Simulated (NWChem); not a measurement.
System: neopentasilane (Si$_{5}$H$_{12}$); SMILES [SiH3][Si]([SiH3])([SiH3])[SiH3]

NWChem input:

```
start job
memory heap 200 mb stack 900 mb global 1100 mb
geometry units angstroms noautosym nocenter noautoz
  Si    -1.449852    -1.160901    -1.435549
  Si    -0.000323     0.000452     0.000373
  Si     1.586969     1.172147    -1.272071
  Si    -1.235420     1.516686     1.299178
  Si     1.095853    -1.526411     1.407031
  H     -2.157152    -0.202511    -2.340514
  H     -2.469649    -1.914262    -0.641605
  H     -0.678455    -2.131909    -2.272119
  H      2.520413     1.918415    -0.372345
  H      0.904838     2.150530    -2.174990
  H      2.382803     0.220542    -2.108039
  H     -1.939977     2.497180     0.416006
  H     -2.254285     0.786715     2.115739
  H     -0.327311     2.266476     2.221649
  H      0.097775    -2.278952     2.228763
  H      1.883594    -2.503947     0.593535
  H      2.028919    -0.804050     2.326449
end
basis spherical
  Si library def2-svp
  H library def2-svp
end
dft
  xc b3lyp
  iterations 150
end
tddft
  nroots 6
  notriplet
end
task tddft energy
```

Parts of the log:

```
             Northwest Computational Chemistry Package (NWChem) 7.3.0
             --------------------------------------------------------

                             Geometry "geometry" -> ""
                             -------------------------

 Output coordinates in angstroms (scale by  1.889725989 to convert to a.u.)

  No.       Tag          Charge          X              Y              Z
 ---- ---------------- ---------- -------------- -------------- --------------
    1 Si                  14.0000    -1.44985200    -1.16090100    -1.43554900
    2 Si                  14.0000    -0.00032300     0.00045200     0.00037300
    3 Si                  14.0000     1.58696900     1.17214700    -1.27207100
    4 Si                  14.0000    -1.23542000     1.51668600     1.29917800
    5 Si                  14.0000     1.09585300    -1.52641100     1.40703100
    6 H                    1.0000    -2.15715200    -0.20251100    -2.34051400
    7 H                    1.0000    -2.46964900    -1.91426200    -0.64160500
    8 H                    1.0000    -0.67845500    -2.13190900    -2.27211900
    9 H                    1.0000     2.52041300     1.91841500    -0.37234500
   10 H                    1.0000     0.90483800     2.15053000    -2.17499000
   11 H                    1.0000     2.38280300     0.22054200    -2.10803900
   12 H                    1.0000    -1.93997700     2.49718000     0.41600600
   13 H                    1.0000    -2.25428500     0.78671500     2.11573900
   14 H                    1.0000    -0.32731100     2.26647600     2.22164900
   15 H                    1.0000     0.09777500    -2.27895200     2.22876300
   16 H                    1.0000     1.88359400    -2.50394700     0.59353500
   17 H                    1.0000     2.02891900    -0.80405000     2.32644900

 Effective nuclear repulsion energy (a.u.)     495.1606550782

                                 NWChem DFT Module
                                 -----------------

 Summary of "ao basis" -> "ao basis" (spherical)
 ------------------------------------------------------------------------------
       Tag                 Description            Shells   Functions and Types
 ---------------- ------------------------------  ------  ---------------------
 Si                         def2-svp                 8       18   4s3p1d
 H                          def2-svp                 3        5   2s1p

            General Information
            -------------------
          SCF calculation type: DFT
          Wavefunction type:  closed shell.
          No. of atoms     :    17
          No. of electrons :    82
           Alpha electrons :    41
            Beta electrons :    41
          Charge           :     0
          Spin multiplicity:     1
          Use of symmetry is: off; symmetry adaption is: off
          Maximum number of iterations: 150
          AO basis - number of functions:   150
                     number of shells:    76
          Convergence on energy requested:  1.00D-06
          Convergence on density requested:  1.00D-05
          Convergence on gradient requested:  5.00D-04

              XC Information
              --------------
                         B3LYP Method XC Potential
                     Hartree-Fock (Exact) Exchange  0.200
                        Slater Exchange Functional  0.800 local
                    Becke 1988 Exchange Functional  0.720 non-local
              Lee-Yang-Parr Correlation Functional  0.810
                  VWN I RPA Correlation Functional  0.190 local

             Grid Information
             ----------------
          Grid used for XC integration:  medium
          Radial quadrature: Mura-Knowles
          Angular quadrature: Lebedev.
          Tag              B.-S. Rad. Rad. Pts. Rad. Cut. Ang. Pts.
          ---              ---------- --------- --------- ---------
          Si                  1.10       88          12.0       590
          H                   0.35       45          14.0       434
          Grid pruning is: on
          Number of quadrature shells:   980
          Spatial weights used:  Erf1

      Superposition of Atomic Density Guess
      -------------------------------------

 Sum of atomic energies:       -1449.68406977

      Non-variational initial energy
      ------------------------------

 Total energy =   -1451.360543
 1-e energy   =   -2996.153391
 2-e energy   =    1049.632193
 HOMO         =      -0.296854
 LUMO         =       0.055217

   convergence    iter        energy       DeltaE   RMS-Dens  Diis-err
 ---------------- ----- ----------------- --------- --------- ---------
 d= 0,ls=0.0,diis     1  -1454.2647625724 -1.95D+03  5.25D-03  3.52D-01
 d= 0,ls=0.0,diis     2  -1454.3063055379 -4.15D-02  3.05D-03  4.28D-02
 d= 0,ls=0.0,diis     3  -1454.3116027053 -5.30D-03  1.23D-03  2.14D-02
 d= 0,ls=0.0,diis     4  -1454.3160343559 -4.43D-03  1.74D-04  3.69D-04
 d= 0,ls=0.0,diis     5  -1454.3161036003 -6.92D-05  3.04D-05  1.38D-05
  Resetting Diis
 d= 0,ls=0.0,diis     6  -1454.3161060203 -2.42D-06  3.81D-06  8.69D-08
 d= 0,ls=0.0,diis     7  -1454.3161060365 -1.62D-08  3.90D-07  1.22D-09

         Total DFT energy =    -1454.316106036519
      One electron energy =    -3000.151919486135
           Coulomb energy =     1159.747812916029
    Exchange-Corr. energy =     -109.072654544613
 Nuclear repulsion energy =      495.160655078200

 Numeric. integr. density =       81.999954432679

                       DFT Final Molecular Orbital Analysis
                       ------------------------------------

 Vector   39  Occ=2.000000D+00  E=-2.874735D-01
              MO Center=  1.3D-01, -1.5D-01,  4.6D-01, r^2= 5.3D+00
   Bfn.  Coefficient  Atom+Function         Bfn.  Coefficient  Atom+Function
  ----- ------------  ---------------      ----- ------------  ---------------
    30      0.259999   2 Si py               27      0.248126   2 Si py
    81     -0.176415   5 Si py               84     -0.149133   5 Si py
    82      0.141756   5 Si pz               29     -0.138803   2 Si px
    24     -0.134917   2 Si py               63     -0.135034   4 Si py
    26     -0.132476   2 Si px              121     -0.128691  12 H  s

[...]

                                NWChem TDDFT Module
                                -------------------

            General Information
            -------------------
           No. of orbitals :     300
            Alpha orbitals :     150
             Beta orbitals :     150
        Alpha frozen cores :       0
         Beta frozen cores :       0
     Alpha frozen virtuals :       0
      Beta frozen virtuals :       0
         Spin multiplicity :       1
    Number of AO functions :     150
        Use of symmetry is : off
      Symmetry adaption is : off
         Schwarz screening :  0.10D-07

              XC Information
              --------------
                  B3LYP Method XC Potential
              Hartree-Fock (Exact) Exchange   0.20
                 Slater Exchange Functional   0.80 local
             Becke 1988 Exchange Functional   0.72 non-local
       Lee-Yang-Parr Correlation Functional   0.81
           VWN I RPA Correlation Functional   0.19 local

             TDDFT Information
             -----------------
          Calculation type : TDDFT
         Wavefunction type : Restricted singlets
          No. of electrons :      82
           Alpha electrons :      41
            Beta electrons :      41
              No. of roots :       6
          Max subspacesize :    5200
            Max iterations :     100
               Target root :       1
           Target symmetry : none
      Symmetry restriction : off
                 Algorithm : Optimal
        Davidson threshold :  0.10D-03

    6 smallest eigenvalue differences (eV)
--------------------------------------------------------
  No. Spin  Occ  Vir  Irrep   E(Occ)    E(Vir)   E(Diff)
--------------------------------------------------------
    1    1   41   42 a        -0.287    -0.008     7.601
    2    1   41   43 a        -0.287    -0.008     7.602
    3    1   40   42 a        -0.287    -0.008     7.602
    4    1   40   43 a        -0.287    -0.008     7.602
    5    1   39   42 a        -0.287    -0.008     7.603
    6    1   39   43 a        -0.287    -0.008     7.603
--------------------------------------------------------

  Entering Davidson iterations
  Restricted singlet excited states

  Iter   NTrls   NConv    DeltaV     DeltaE      Time
  ----  ------  ------  ---------  ---------  ---------
    1      6       0     0.13E+00   0.10+100       13.8
    2     18       0     0.43E-01   0.14E-01       22.9
    3     30       0     0.11E-01   0.10E-02       22.3
    4     42       0     0.72E-02   0.21E-03       22.0
    5     54       0     0.95E-02   0.66E-03       22.8
    6     66       0     0.10E-01   0.60E-03       22.9
    7     78       0     0.35E-02   0.12E-03       22.8
    8     90       0     0.14E-02   0.11E-04       22.2
    9    102       3     0.53E-03   0.16E-05       22.7
   10    108       3     0.19E-03   0.18E-06       13.7
   11    114       6     0.72E-04   0.24E-07       13.4
  ----  ------  ------  ---------  ---------  ---------
  Convergence criterion met

  Ground state a       -1454.316106036519 a.u.

  ----------------------------------------------------------------------------
  Root   1 singlet a              0.243853633 a.u.                6.6356 eV
  ----------------------------------------------------------------------------
     Transition Moments    X -0.07951   Y  0.07016   Z  0.00025
     Dipole Oscillator Strength                    0.0018279259
     Electric Quadrupole                           0.0000000136
     Magnetic Dipole                               0.0000000017
     Total Oscillator Strength                     0.0018279412

     Occ.   39  a   ---  Virt.   42  a   -0.08661 X
     Occ.   39  a   ---  Virt.   43  a    0.37821 X
     Occ.   39  a   ---  Virt.   44  a    0.17994 X
     Occ.   39  a   ---  Virt.   45  a    0.23474 X
     Occ.   39  a   ---  Virt.   47  a   -0.09623 X
     Occ.   40  a   ---  Virt.   42  a    0.33233 X
     Occ.   40  a   ---  Virt.   43  a    0.21508 X
     Occ.   40  a   ---  Virt.   44  a   -0.15511 X
     Occ.   40  a   ---  Virt.   45  a    0.06800 X
     Occ.   40  a   ---  Virt.   46  a    0.21964 X
     Occ.   41  a   ---  Virt.   42  a   -0.61738 X
     Occ.   41  a   ---  Virt.   43  a   -0.27333 X
     Occ.   41  a   ---  Virt.   44  a   -0.08385 X
     Occ.   41  a   ---  Virt.   45  a    0.10562 X
     Occ.   41  a   ---  Virt.   46  a    0.19289 X
  ----------------------------------------------------------------------------
  Root   2 singlet a              0.243860033 a.u.                6.6358 eV
  ----------------------------------------------------------------------------
     Transition Moments    X -0.05813   Y -0.06643   Z  0.05974
     Dipole Oscillator Strength                    0.0018470761
     Electric Quadrupole                           0.0000000137
     Magnetic Dipole                               0.0000000021
     Total Oscillator Strength                     0.0018470920

     Occ.   39  a   ---  Virt.   42  a    0.56456 X
     Occ.   39  a   ---  Virt.   43  a    0.14584 X
     Occ.   39  a   ---  Virt.   44  a   -0.20043 X
     Occ.   39  a   ---  Virt.   46  a    0.07633 X
     Occ.   40  a   ---  Virt.   42  a    0.18192 X
     Occ.   40  a   ---  Virt.   43  a   -0.25933 X
     Occ.   40  a   ---  Virt.   45  a   -0.30408 X
     Occ.   40  a   ---  Virt.   46  a    0.17690 X
     Occ.   40  a   ---  Virt.   47  a   -0.08740 X
     Occ.   41  a   ---  Virt.   42  a    0.24745 X
     Occ.   41  a   ---  Virt.   43  a   -0.51514 X
     Occ.   41  a   ---  Virt.   44  a    0.10627 X
     Occ.   41  a   ---  Virt.   45  a    0.17450 X
  ----------------------------------------------------------------------------
  Root   3 singlet a              0.243862584 a.u.                6.6358 eV
  ----------------------------------------------------------------------------
     Transition Moments    X -0.03965   Y -0.04565   Z -0.08831
     Dipole Oscillator Strength                    0.0018622967
     Electric Quadrupole                           0.0000000138
     Magnetic Dipole                               0.0000000012
     Total Oscillator Strength                     0.0018623117

     Occ.   39  a   ---  Virt.   42  a    0.48783 X
     Occ.   39  a   ---  Virt.   43  a   -0.10186 X
     Occ.   39  a   ---  Virt.   44  a    0.15093 X
     Occ.   39  a   ---  Virt.   45  a   -0.05953 X
     Occ.   39  a   ---  Virt.   46  a   -0.18926 X
     Occ.   40  a   ---  Virt.   42  a   -0.09879 X
     Occ.   40  a   ---  Virt.   43  a    0.70471 X
     Occ.   40  a   ---  Virt.   45  a   -0.10725 X
     Occ.   40  a   ---  Virt.   46  a   -0.07674 X
     Occ.   41  a   ---  Virt.   43  a    0.12421 X
     Occ.   41  a   ---  Virt.   44  a    0.28422 X
     Occ.   41  a   ---  Virt.   45  a   -0.05207 X
     Occ.   41  a   ---  Virt.   46  a    0.22115 X
     Occ.   41  a   ---  Virt.   47  a    0.09683 X
  ----------------------------------------------------------------------------
  Root   4 singlet a              0.244114428 a.u.                6.6427 eV
  ----------------------------------------------------------------------------
     Transition Moments    X -0.00933   Y  0.00543   Z -0.00701
     Dipole Oscillator Strength                    0.0000269786
     Electric Quadrupole                           0.0000000002
     Magnetic Dipole                               0.0000002296
     Total Oscillator Strength                     0.0000272084

     Occ.   39  a   ---  Virt.   44  a   -0.05625 X
     Occ.   39  a   ---  Virt.   45  a    0.10555 X
     Occ.   39  a   ---  Virt.   46  a   -0.07052 X
     Occ.   40  a   ---  Virt.   43  a    0.07899 X
     Occ.   40  a   ---  Virt.   44  a    0.55090 X
     Occ.   40  a   ---  Virt.   45  a   -0.14066 X
     Occ.   40  a   ---  Virt.   46  a    0.38435 X
     Occ.   41  a   ---  Virt.   44  a   -0.14054 X
     Occ.   41  a   ---  Virt.   45  a   -0.68101 X
  ----------------------------------------------------------------------------
  Root   5 singlet a              0.244129806 a.u.                6.6431 eV
  ----------------------------------------------------------------------------
     Transition Moments    X  0.00942   Y -0.00349   Z -0.00293
     Dipole Oscillator Strength                    0.0000178246
     Electric Quadrupole                           0.0000000001
     Magnetic Dipole                               0.0000002348
     Total Oscillator Strength                     0.0000180595

     Occ.   39  a   ---  Virt.   44  a   -0.53421 X
     Occ.   39  a   ---  Virt.   45  a    0.12780 X
     Occ.   39  a   ---  Virt.   46  a   -0.42356 X
     Occ.   40  a   ---  Virt.   44  a   -0.08519 X
     Occ.   40  a   ---  Virt.   46  a   -0.10394 X
     Occ.   41  a   ---  Virt.   42  a    0.06998 X
     Occ.   41  a   ---  Virt.   44  a   -0.42640 X
     Occ.   41  a   ---  Virt.   46  a    0.54099 X
  ----------------------------------------------------------------------------
  Root   6 singlet a              0.244142336 a.u.                6.6435 eV
  ----------------------------------------------------------------------------
     Transition Moments    X  0.00637   Y  0.00853   Z -0.00205
     Dipole Oscillator Strength                    0.0000191242
     Electric Quadrupole                           0.0000000001
     Magnetic Dipole                               0.0000002401
     Total Oscillator Strength                     0.0000193645

[...]
```

Level: B3LYP/def2-SVP, full TDDFT. Geometry: optimised at PBE0/def2-SVP. No frequency run checked for a minimum.
